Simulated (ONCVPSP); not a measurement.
u(r) = r·R(r): atom against pseudo-atom (O (Z = 8))

Columns: radius, all-electron u(r) and pseudo u(r) of the 2s shell (level -23.81 eV) of oxygen in the configuration [He] 2s2 2p4; PBEsol, scalar-relativistic, ONCV scheme, ONCVPSP 4.0.1.

```tsv
r (bohr)	all-electron	pseudo
0.060	-0.3660	0.0507
0.120	-0.4128	0.1048
0.180	-0.3016	0.1670
0.240	-0.1214	0.2408
0.300	0.0785	0.3254
0.360	0.2713	0.4178
0.420	0.4437	0.5162
0.480	0.5902	0.6180
0.540	0.7093	0.7166
0.600	0.8020	0.8030
0.660	0.8703	0.8703
0.720	0.9172	0.9172
0.780	0.9458	0.9458
0.840	0.9591	0.9590
0.900	0.9597	0.9596
0.960	0.9501	0.9501
1.020	0.9325	0.9325
1.080	0.9086	0.9086
1.140	0.8801	0.8801
1.200	0.8481	0.8481
1.260	0.8138	0.8138
1.320	0.7780	0.7779
1.380	0.7413	0.7413
1.440	0.7045	0.7044
1.500	0.6678	0.6678
1.560	0.6317	0.6316
```

Task: How many radial nodes do the two functions have?

Result: The all-electron 2s function has n − l − 1 = 1; the pseudo-wave has 0, since the states of the same l below it are removed with the core.

Task: At about which radius was the pseudo-wave matched?

Result: 0.70 bohr, where the columns begin to agree (steps of 0.06 bohr).

Task: Is the pseudo-wave norm-conserving?

Result: Yes: the ONCV scheme keeps the norm inside the radius equal to the all-electron one, which fixes the energy derivative of the logarithmic derivative at the level.
